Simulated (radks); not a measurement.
The numbers below are computed, except where a source is named.
Q: The table gives one normalised radial function P(r) = r R(r) of Ru2+ in [Ar] 3d10 4s2 4p5 4d6 4f1 (r in bohr). Code: a radial shooting solver on a logarithmic mesh with Libxc functionals. Model: scalar-relativistic Kohn-Sham, OLYP, spin-polarised, spherical densities, finite nucleus; open shells are filled with parallel spins first (spin-orbit coupling, left out, can overturn this in heavy ions); Fermi nuclear charge, rms radius 4.4809 fm.

r         P
0.002098   0.0000
0.002462   0.0000
0.002866   0.0000
0.003337   0.0000
0.003885   0.0000
0.004522   0.0001
0.005265   0.0001
0.006129   0.0002
0.007135   0.0003
0.008306   0.0004
0.009748   0.0006
0.01135    0.0009
0.01321    0.0014
0.01538    0.0022
0.0179     0.0033
0.02084    0.0050
0.02426    0.0074
0.02825    0.0110
0.03289    0.0162
0.03859    0.0240
0.04493    0.0346
0.0523     0.0492
0.06089    0.0690
0.07088    0.0951
0.08252    0.1285
0.09607    0.1698
0.1118     0.2187
0.1302     0.2734
0.1528     0.3332
0.1779     0.3858
0.2071     0.4255
0.2411     0.4420
0.2806     0.4243
0.3267     0.3633
0.3803     0.2540
0.4428     0.0979
0.5154    -0.0955
0.6049    -0.3199
0.7042    -0.5286
0.8198    -0.7075
0.9543    -0.8329
1.111     -0.8893
1.293     -0.8738
1.506     -0.7960
1.753     -0.6762
2.041     -0.5386
2.395     -0.3957
2.788     -0.2743
3.246     -0.1739
3.778     -0.0982
4.399     -0.0481
5.121     -0.0201
5.961     -0.0070
6.94      -0.0020
8.079     -0.0004
9.481     -0.0001
11.04     0.0000
12.85     0.0000
14.96     0.0000
17.41     0.0000

Which n and l does it have? It may be an empty orbital.

A: n = 4, l = 2: the number of nodes gives n - l - 1 = 1, the rise at small r (about r^(l+1), flatter next to the nucleus through relativity) gives l, and the extent must fit the shell. The curve is that of 4d down; the table hardly tells the two spins apart. 4d down: eigenvalue -29.989 eV, 1 radial node at r = 0.480 bohr, <r> = 1.45 bohr, 90 % of the charge inside 2.28 bohr.
